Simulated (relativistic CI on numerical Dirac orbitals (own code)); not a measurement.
**d1 to d9 in one octahedral field**

Computed with a parametric ligand-field model without spin-orbit coupling, by exact diagonalisation: B = 430, C = 1750, 10Dq = 25200 cm⁻¹ (Oh; |10Dq|/B = 58.6) for every shell. Energies in cm⁻¹; the field energy is (0.6 n_e − 0.4 n_t2) × 10Dq of the ground term; g labels are left out. So small a B with so large a field is typical of 4d and 5d ions, where spin-orbit coupling, left out here, reaches 1,000 to 4,000 cm⁻¹.

```tsv
Shell	Ground term	Electrons in e	Field energy	First spin-allowed bands	Lowest term of other spin
d1	2T2	0.000	-10080	2E 25200	
d2	3T1	0.008	-19966	3T2 24137, 3T1 29524	1T2 6218
d3	4A2	0.000	-30240	4T2 25200, 4T1 30052	2E 8684
d4	3T1	0.012	-40016	3E 23458, 3T1 23888	1T2 5378
d5	2T2	0.023	-49812	2A2 22807, 2T1 22961	4T1 16673
d6	?	?	?	?	?
d7	2E	1.012	-45069	2T1 23779, 2T2 24220	4T1 16615
d8	3A2	2.000	-30240	3T2 25200, 3T1 30052	1E 6896
d9	2E	3.000	-15120	2T2 25200
```

(1) Fill in the row of d6.

## Answers

(1) Ground term: 1A1; Electrons in e: 0.018; Field energy: -60034; First spin-allowed bands: 1T1 23877, 1T2 30102; Lowest term of other spin: 3T1 20190. Low spin: d4, d5, d6, d7; the other shells keep the spin of the free ion. Only d4 to d7 can choose; the field needed to pair spins is smallest for d6 and largest for d5, which loses most exchange energy. In the strong-field picture 10Dq must exceed about 6B + 5C = 11330 (d4), 7.5B + 5C = 11975 (d5), 2.5B + 4C = 8075 (d6) and 4B + 4C = 8720 (d7); mixing of terms shifts these bounds somewhat.
